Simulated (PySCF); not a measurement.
C4H7ClSi, SMILES C=C=C(C)[SiH2]Cl.

Coordinates come from a TPSSh-D3(BJ)/def2-SVP optimisation. The structure was generated by enumeration, and PubChem lists no compound with its InChIKey, so it may never have been made. Other conformers were not sampled.

Two levels are set side by side: TDA-PBE/def2-SVPD (PySCF) and TDA-B3LYP/def2-SVPD (PySCF). Vertical, same geometry. The lowest singlet is HOMO→LUMO 93 % with PBE and HOMO→LUMO 85 % with the other functional; states are paired by order. Differences are taken from unrounded values.

```csv
quantity,TDA-B3LYP
lowest singlet excitation (eV),5.37
lowest triplet excitation (TDA) (eV),4.39
first bright state (f over 0.05) (eV),6.67
its oscillator strength,0.07
```

Problem. What does TDA-PBE give, and how far is it from TDA-B3LYP? (The exact figures need the calculation; the answer reports its results.)

Solution. 
| quantity | TDA-PBE | TDA-PBE minus TDA-B3LYP |
|---|---|---|
| lowest singlet excitation (eV) | 5.15 | -0.22 |
| lowest triplet excitation (TDA) (eV) | 4.35 | -0.04 |
| first bright state (f over 0.05) (eV) | 6.16 | -0.51 |
| its oscillator strength | 0.06 | -0.01 |

A lower first singlet is the usual sign of a functional without exact exchange. Differences between two approximate levels are no errors against the true value.

Rough cost on one machine, each run with all the roots and properties that it gave: TDA-B3LYP against TDA-PBE about 2 times.
